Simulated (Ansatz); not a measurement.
H6N3NbO (`[NH2][Nb]([NH2])([NH2])=[O]`), 11 atoms. Charge 0, multiplicity 1. Correlated methods include outer-core shells of Nb, which these sets cover unevenly. Nb takes the def2 core potential. All runs use 4 threads of an Intel Xeon 6975P-C on a shared host. Correlated methods freeze the cores.

How many basis functions does each run have, and how long does it take in Ansatz? RKS B3LYP-D4/def2-TZVPP energy and forces; RKS PBE-D4/def2-TZVPP energy and forces; RKS PBE0-D4/def2-TZVP frequencies; RKS PBE0-D4/def2-QZVPP energy; RHF-MP2/def2-QZVPP energy; RHF-CCSD(T)/def2-TZVPP energy; RKS PBE0-D4/def2-TZVP relaxation (9 steps); RKS PBE0-D4/def2-SVP energy; RKS B97M-V/def2-TZVPP energy; RKS ωB97M-V/def2-QZVPP energy; direct RPA on PBE orbitals/def2-TZVPP energy; RKS CAM-B3LYP-D4/def2-TZVPP energy. (An estimate is asked.)

Ansatz gave: Other jobs shared the machine, so times are rough.

```csv
level,job,functions,wall time,peak host memory (GiB)
RKS PBE0-D4/def2-SVP,energy,117,0.7 s,0.27
RKS PBE-D4/def2-TZVPP,energy and forces,264,1.7 s,0.33
RKS CAM-B3LYP-D4/def2-TZVPP,energy,264,2.6 s,0.71
RKS B3LYP-D4/def2-TZVPP,energy and forces,264,2.7 s,0.72
direct RPA on PBE orbitals/def2-TZVPP,energy,264,4.5 s,0.73
RKS B97M-V/def2-TZVPP,energy,264,4.5 s,0.45
RKS PBE0-D4/def2-QZVPP,energy,489,4.8 s,1.6
RKS ωB97M-V/def2-QZVPP,energy,489,11 s,2
RHF-MP2/def2-QZVPP,energy,489,13 s,2.9
RKS PBE0-D4/def2-TZVP,relaxation (9 steps),200,18 s,0.5
RHF-CCSD(T)/def2-TZVPP,energy,264,84 s,8.2
RKS PBE0-D4/def2-TZVP,frequencies,200,97 s,0.5
```

B3LYP here is the variant with VWN-RPA as its local correlation; programs differ in this.
